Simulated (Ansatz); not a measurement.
GeH5NOSi (`[NH2][GeH]1[O][SiH2]1`), relaxed with RKS PBE-D4/def2-SVP in Ansatz 0.2.0 from a rough embedded geometry. The force threshold is 0.03 eV/Å; the program also tests the step.

The species carries charge 0 and has multiplicity 1.

Start:

```xyz
9

N    -0.238   -1.065    1.410
Ge   -0.362   -0.527   -0.309
O     1.178    0.305   -0.709
Si    0.205    1.647   -0.704
H     0.589   -1.702    1.548
H    -1.112   -1.709    1.633
H    -0.626   -1.624   -1.413
H     0.498    2.432    0.540
H    -0.133    2.243   -1.996
```

Task: By how much does the energy fall, and how many steps does the optimiser take? (An estimate is asked.)

Result: Ansatz gave: 54.89 kJ/mol, in 18 steps, 4 of them rejected.

Task: Which bonds change most? (Best estimate.)

Result: The calculation gave: Ge2–O3 from 1.795 to 1.931 Å; N1–H6 from 1.108 to 1.023 Å; Si4–H9 from 1.462 to 1.507 Å; O3–Si4 from 1.658 to 1.694 Å.

Task: Give the relaxed structure. (Estimate.)

Result: The calculation gave: 
```xyz
9

N    -0.083   -1.432    1.281
Ge   -0.233   -0.598   -0.346
O     1.345    0.464   -0.678
Si    0.121    1.635   -0.689
H    -0.365   -2.416    1.315
H    -0.451   -0.931    2.093
H    -0.276   -1.705   -1.431
H     0.108    2.633    0.439
H    -0.166    2.350   -1.984
```
